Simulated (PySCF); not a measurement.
Electron correlation in V (vanadium, neutral)

[Ar] 3d5, high-spin 6S determinant (an excited configuration). Computed with PySCF 2.14 in ANO-RCC-VTZP, with scalar relativity by spin-free X2C-1e. Frozen: [Ar]; 5 electrons correlated.

```
  level  correlation energy (mhartree)
   CCSD                        -101.49
    (T)                          -4.98
CCSD(T)                        -106.47
```

Diagnostics: T1 = 0.021, D1 = 0.0294, largest double amplitude 0.055.

Cost of the coupled-cluster step: about 1.5 core-seconds, for 5 correlated electrons.
